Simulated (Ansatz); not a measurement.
C2H5BN2, SMILES `NC1=NCB1`. Total charge 0; spin multiplicity 1.

```xyz
10

N     0.632   -1.285    1.269
C     0.226   -0.432    0.337
N    -0.326    0.752    0.540
C    -0.149    1.352   -0.823
B    -0.388   -0.174   -1.017
H     0.555   -1.036    2.242
H     0.814   -2.242    1.032
H    -0.933    2.062   -1.083
H     0.841    1.780   -0.951
H    -1.273   -0.776   -1.545
```

(1) What are the harmonic wavenumbers in cm⁻¹ at PBE0-D4/def2-TZVP (Ansatz, finite differences of forces, unscaled)? (Estimate.)

(2) Is this a minimum?

(3) Give the ideal-gas thermochemistry at 298.15 K and 1 bar (rigid rotor, harmonic oscillator; point group C1, symmetry number 1).

## Answers

(1) Ansatz gave: 262, 328, 377, 451, 582, 647, 787, 818, 900, 909, 1013, 1077, 1091, 1144, 1190, 1423, 1498, 1600, 1698, 2644, 3104, 3168, 3600, 3745.

(2) Yes, all 24 modes are real.

(3) Zero-point energy 203.7 kJ/mol; H(298) − E = 219.3 kJ/mol; entropy 292.2 J/(mol·K), of which translation 161.5, rotation 102.9, vibration 27.9; G(298) − E = 132.2 kJ/mol.
